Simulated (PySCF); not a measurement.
A species of formula [C8H11O2]- has this rotational fingerprint, computed with PBE0-D3(BJ)/def2-SVP geometry optimisation, gas phase (PySCF):

| Item | Value |
| --- | --- |
| Rotational constants | A = 2441, B = 882.6, C = 759.8 MHz |
| Dipole components (about the centre of mass) | \|μa\| = 8.78 D, \|μb\| = 1.72 D, \|μc\| = 0.36 D |
| Inertial defect | -114.48 u·Å² |
| κ | -0.85 |

Question: Which structure is it? (One computed conformer of each.)
A. `[O:1]=[C:2]([O-:3])/[CH:4]=[CH:5]/[CH:6]1[CH2:7][CH2:8][CH2:9][CH2:10]1` (charge -1) with O1–C2–C4–C5 -2°, C4–C5–C6–C7 120°, C5–C6–C7–C8 166°, C6–C7–C8–C9 -32°, C7–C8–C9–C10 9°, C8–C9–C10–C6 17°
B. `[CH2:1]=[C:2]1[CH2:3][CH2:4][CH2:5][C@@H:6]([C:7](=[O:8])[O-:9])[CH2:10]1` (charge -1) with C5–C6–C7–O8 71°, C1–C2–C3–C4 -125°, C2–C3–C4–C5 -54°, C3–C4–C5–C6 56°, C4–C5–C6–C7 -174°
C. `[CH2:1]=[CH:2][CH2:3][CH2:4]/[C:5]([O-:6])=[CH:7]/[C:8]([CH3:9])=[O:10]` (charge -1) with C1–C2–C3–C4 -123°, C2–C3–C4–C5 -165°, C3–C4–C5–O6 40°, C5–C7–C8–C9 0°

Answer: B. It is C=C1CCC[C@@H](C(=O)[O-])C1, an asymmetric top, point group C1. The candidates at the same level (rigid rotor, commonest isotopes):

```json
{"SMILES": "C=CCC/C([O-])=C/C(C)=O", "A (MHz)": "4143", "B (MHz)": "481.4", "C (MHz)": "446.9", "μa (D)": "6.51", "μb (D)": "0.39", "μc (D)": "0.32", "Δ (u·Å²)": "-40.86", "point group": "C1", "rotor": "near-prolate asymmetric top"}
{"SMILES": "C=C1CCC[C@@H](C(=O)[O-])C1", "A (MHz)": "2441", "B (MHz)": "882.6", "C (MHz)": "759.8", "μa (D)": "8.78", "μb (D)": "1.72", "μc (D)": "0.36", "Δ (u·Å²)": "-114.48", "point group": "C1", "rotor": "asymmetric top"}
{"SMILES": "O=C([O-])/C=C/C1CCCC1", "A (MHz)": "4127", "B (MHz)": "507.3", "C (MHz)": "501.1", "μa (D)": "13.67", "μb (D)": "0.28", "μc (D)": "0.95", "Δ (u·Å²)": "-110.26", "point group": "near Cs", "rotor": "–"}
```

`O=C([O-])/C=C/C1CCCC1` has A 69 % too high; `C=CCC/C([O-])=C/C(C)=O` has A 70 % too high. No structure here is proved a minimum.
